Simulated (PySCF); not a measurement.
Gas-phase reaction: 6 Ga(CH₃)₂Cl = 2 GaCl₃ + 4 GaH(CH₃)₂ + C₄H₈ (cyclic)

Energies from PySCF, thermal terms from the rigid-rotor harmonic-oscillator model, ideal gas at 1 bar. † marks an energy on the PBE0/def2-TZVP geometry and frequencies. All species are closed-shell singlets. B3LYP is the form with VWN-RPA correlation. Ga: all electrons, no relativistic terms. Methyl groups turn as free rotors in Ga(CH₃)₂Cl, GaH(CH₃)₂. Ga(CH₃)₂Cl, GaH(CH₃)₂: computed as isolated molecules; such fragments, hydroxides, amides, oligomers or adducts are transient or little studied in the gas. The harmonic model lacks anharmonicity and excited electronic states, which grow with temperature; levels with a mode under 35 cm⁻¹ are left out.

```tsv
level	ΔE electronic, kJ	ΔH°(298 K), kJ	ΔS°(298 K), J/K	ΔG°(1600 K), kJ
B3LYP/def2-TZVP†	410	386	63	292
HF/def2-TZVP†	372	349	63	254
M06-2X/def2-TZVP†	433	409	63	315
PBE/def2-TZVP†	409	385	63	291
PBE0/def2-SVP†	391	368	63	273
LDA/def2-TZVP†	415	392	63	297
ωB97M-V/def2-TZVP†	408	384	63	290
```
ΔH° is lowest at HF/def2-TZVP† and highest at M06-2X/def2-TZVP†. No reference value is set beside these.
